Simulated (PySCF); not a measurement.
C₄H₈F₃PSi.
SMILES with atom numbers: `[CH3:1][SiH2:2][P:3]([CH3:4])[C:5]([F:6])=[C:7]([F:8])[F:9]` (hydrogens: H10, H11, H12 on C1; H13, H14 on Si2; H15, H16, H17 on C4)

The same species was optimised twice, with GFN2-xTB and with PBE0-D3(BJ)/def2-SVP (PySCF), and the same property calculations (PySCF, gas phase) were run on both structures.

```csv
coordinate,GFN2-xTB,PBE0-D3(BJ)/def2-SVP,change
C7–F9 (Å),1.329,1.305,-0.024
C7–F8 (Å),1.328,1.306,-0.022
C1–Si2 (Å),1.895,1.876,-0.019
P3–C4 (Å),1.847,1.859,+0.012
Si2–P3 (Å),2.265,2.277,+0.012
C5=C7 (Å),1.328,1.339,+0.011
P3–C5 (Å),1.823,1.818,-0.005
C5–F6 (Å),1.350,1.349,-0.001
C5–C7–F8 (°),127.3,124.0,-3.3
C1–Si2–P3 (°),105.8,108.6,+2.8
F6–C5–C7 (°),118.7,116.2,-2.5
C5–C7–F9 (°),121.9,124.3,+2.4
P3–C5–C7 (°),122.0,124.0,+2.0
C4–P3–C5 (°),98.1,99.8,+1.7
Si2–P3–C4 (°),98.7,100.1,+1.4
F8–C7–F9 (°),110.8,111.7,+0.9
C1–Si2–P3–C4 (°),-174,-154,+20
Si2–P3–C5–F6 (°),-75,-48,+27
```

Rotational constants: A = 1384, B = 843.4, C = 672.8 MHz (GFN2-xTB) against A = 1493, B = 772.7, C = 667.9 MHz (PBE0-D3(BJ)/def2-SVP). Point groups within 0.08 Å: C1 and C1. Atoms that the bonding makes alike are paired by their places after alignment.

On the GFN2-xTB structure: HOMO (eV) -6.82 [PBE0/pcSseg-1]; LUMO (eV) -0.29 [PBE0/pcSseg-1]; dipole (D) 1.59 [PBE0/pcSseg-1]; GIAO shielding of C1 (ppm) 195.2 [PBE0/pcSseg-1]; GIAO shielding of Si2 (ppm) 391.1 [PBE0/pcSseg-1]; GIAO shielding of P3 (ppm) 461.6 [PBE0/pcSseg-1]; GIAO shielding of C4 (ppm) 183.6 [PBE0/pcSseg-1]; GIAO shielding of C5 (ppm) 52.5 [PBE0/pcSseg-1]; GIAO shielding of F6 (ppm) 371.8 [PBE0/pcSseg-1]; GIAO shielding of C7 (ppm) 17.0 [PBE0/pcSseg-1]; GIAO shielding of F8 (ppm) 257.2 [PBE0/pcSseg-1].

Task: What do these properties become on the PBE0-D3(BJ)/def2-SVP structure?

Result: 
```csv
property,level,on GFN2-xTB,on PBE0-D3(BJ)/def2-SVP,change
HOMO (eV),PBE0/pcSseg-1,-6.82,-7.09,-0.27
LUMO (eV),PBE0/pcSseg-1,-0.29,-0.33,-0.04
dipole (D),PBE0/pcSseg-1,1.59,1.06,-0.53
"energy, GFN2-xTB geometry as zero (kcal/mol)",PBE0/pcSseg-1,0.0,-2.6,-2.6
GIAO shielding of C1 (ppm),PBE0/pcSseg-1,195.2,193.0,-2.2
GIAO shielding of Si2 (ppm),PBE0/pcSseg-1,391.1,385.4,-5.7
GIAO shielding of P3 (ppm),PBE0/pcSseg-1,461.6,457.5,-4.1
GIAO shielding of C4 (ppm),PBE0/pcSseg-1,183.6,177.7,-5.9
GIAO shielding of C5 (ppm),PBE0/pcSseg-1,52.5,50.9,-1.6
GIAO shielding of F6 (ppm),PBE0/pcSseg-1,371.8,368.7,-3.1
GIAO shielding of C7 (ppm),PBE0/pcSseg-1,17.0,16.3,-0.7
GIAO shielding of F8 (ppm),PBE0/pcSseg-1,257.2,260.6,+3.4
```

The heavy atoms differ by 0.412 Å rms after alignment (one structure mirrored). Among bonds between heavy atoms C7–F9 changes most (-0.024 Å). Changes are differences of the printed values. Neither structure is proved a minimum here.

The values belong to the conformer `[CH3:1][SiH2:2][P:3]([CH3:4])[C:5]([F:6])=[C:7]([F:8])[F:9]`: C1–Si2–P3–C4 -154°, Si2–P3–C5–F6 -48°.
